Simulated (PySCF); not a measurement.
S8, SMILES S1SSSSSSS1. Atoms are numbered in the order given.

```xyz
8

S      0.0835    -1.8418     1.7006
S     -1.0340    -1.5941     0.0000
S      0.0835    -1.8418    -1.7006
S      0.9722     0.0557    -2.0626
S     -0.5624     1.3894    -1.7147
S      0.0476     2.3876     0.0000
S     -0.5624     1.3894     1.7147
S      0.9722     0.0557     2.0626
```

Geometry optimised at PBE0-D3(BJ)/def2-SVP.

Method: PBE0/pcSseg-1 (PySCF).

GIAO shieldings, no solvent; atoms listed in one row are averaged. δ = σ(ref) − σ: ³³S against H2S (σ = 716.7 ppm), references at their B3LYP-D3(BJ)/def2-TZVP geometries, non-relativistic.

Computed chemical shifts:
| nucleus | atoms | count | δ (ppm) |
|---|---|---|---|
| ³³S | S6 | 1 | 560.4 |
| ³³S | S8, S4 | 2 | 540.8 |
| ³³S | S7, S5 | 2 | 540.8 |
| ³³S | S3, S1 | 2 | 490.0 |
| ³³S | S2 | 1 | 418.5 |
